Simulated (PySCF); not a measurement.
GeHCl, optimised at HF/6-31G*:

```xyz
3

Ge     0.0551     0.1187     0.1898
Cl     0.8003     0.2924    -1.8780
H     -0.7905    -1.1830    -0.1024
```

Computed with PySCF (xtb for GFN2) and rigid-rotor harmonic-oscillator thermochemistry at 1 bar. 6-31G* has spherical d functions here. All species are closed-shell singlets. B3LYP is the form with VWN-RPA correlation. Ge: all electrons, no relativistic terms. GeHCl: computed as isolated molecules; such fragments, hydroxides, amides, oligomers or adducts are transient or little studied in the gas.

List the harmonic frequencies (cm⁻¹, unscaled) at this level and at the other levels, each on its own geometry.


- HF/6-31G*: 398, 804, 2044
- B3LYP/6-31G*: 382, 721, 1870
- GFN2-xTB: 365, 646, 1364
- PBE/def2-SVP: 391, 692, 1814
- PBE0/def2-TZVP: 403, 728, 1903
